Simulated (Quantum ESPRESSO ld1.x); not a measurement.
Q: The mean radii <r> (bohr) of the occupied orbitals of an atom or ion are listed with their occupations. Calculated with ld1.x of Quantum ESPRESSO 7.5: non-relativistic Kohn-Sham, LDA (Slater exchange, Perdew-Wang correlation), spin-polarised, spherical densities, point nucleus.

| orbital | occ. | <r> |
|---|---|---|
| 1s up | 1 | 0.09758 |
| 1s down | 1 | 0.09756 |
| 2s up | 1 | 0.4832 |
| 2s down | 1 | 0.4826 |
| 2p up | 3 | 0.4441 |
| 2p down | 3 | 0.4434 |
| 3s up | 1 | 1.634 |
| 3s down | 1 | 1.656 |
| 3p up | 3 | 1.872 |

Name the element and its charge. Open shells, if any, are filled with parallel spins first.

A: Z = 16, sulfur, charge +1: S+ in [Ne] 3s2 3p3. The 1s radius gives Z: for a bare nucleus <r> = 1.5/Z, 0.09375 bohr for Z = 16, and screening makes it slightly larger (0.09758 here). The occupations add up to 15, and the charge is Z minus that.
